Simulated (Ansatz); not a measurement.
Reaction (hydrogenolysis of a Ga–Si bond): `[AlH2][O][GaH][SiH3]` + H₂ → `[AlH2][O][GaH2]` + SiH₄

Isolated molecules relaxed with PBE0-D4/def2-TZVP in Ansatz; ΔE leaves out vibrations. CCSD(T)/CBS adds triple-zeta CCSD(T) − MP2 to the extrapolated MP2 energy (def2 sets, frozen cores). This one scheme is used for every species. Functionals use def2-TZVPP. For Ga outer-core shells are correlated without core-valence functions, which leaves a few kJ/mol of doubt a bond. Scalar relativity is left out up to krypton. One conformer a species, not always the lowest.

CCSD(T)/CBS gives +0.1 kcal/mol.

Question: Another level gave -2.0 kcal/mol. Which?
A. r2SCAN-D4/def2-TZVPP
B. CAM-B3LYP/def2-TZVPP
C. BLYP/def2-TZVPP
D. CAM-B3LYP-D4/def2-TZVPP

Answer: D. CAM-B3LYP-D4 -2.0, r2SCAN-D4 0.9, BLYP -1.0, CAM-B3LYP -3.3 kcal/mol.

Largest T1 diagnostic among the species: 0.015.

In def2-TZVPP, CCSD(T) changes the Hartree–Fock value by +6.7 kcal/mol (the triples alone add +1.2 kcal/mol) and MP2 by +6.8 kcal/mol. The D4 term adds +2.0 kcal/mol with B3LYP and +1.1 kcal/mol with PBE0; it sums over pairs of atoms, weighted by their polarisabilities, and B3LYP, whose exchange is more repulsive, gets the larger term. From BLYP to BHLYP (50 % exact exchange), in def2-TZVPP and without D4, ΔE moves by −2.8 kcal/mol.

CCSD(T)/CBS has its own doubt, a few kJ/mol and more with outer-core shells, so smaller differences from it don't rank the levels.

B3LYP here is the variant with VWN-RPA as its local correlation; programs differ in this.
